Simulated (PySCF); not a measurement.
Delta-SCF ions had no search for a lower state. Excitations are Tamm–Dancoff values on a coarser integration grid. The basis has no diffuse functions, so Rydberg states are missing or too high.

Cartesian coordinates (Å):
```xyz
8

N     -1.6376    -0.1283    -0.1381
Si    -0.1016     0.5593    -0.2726
Si     1.8336    -0.5013    -0.4894
H     -2.4826     0.3184    -0.4521
H     -1.7947    -1.0502     0.2338
H     -0.3372     1.9089    -0.8377
H      2.7634     0.5094     0.0953
H      1.7569    -1.6162     0.5004
```
Charge 0, spin multiplicity 1.

Problem. What is the computed S1 oscillator strength, vertical ionisation energy (Delta-SCF), total energy, dipole moment and S1 excitation (TDA) (TPSSh-D3(BJ)/def2-TZVP // CAM-B3LYP-D3(BJ)/def2-TZVP in PySCF)?

Solution. 
| Item | Result |
|---|---|
| S1 oscillator strength | 0.004 |
| vertical ionisation energy (Delta-SCF) | 7.53 eV |
| total energy | -636.8004 Ha |
| dipole moment | 3.54 D |
| S1 excitation (TDA) | 4.22 eV |
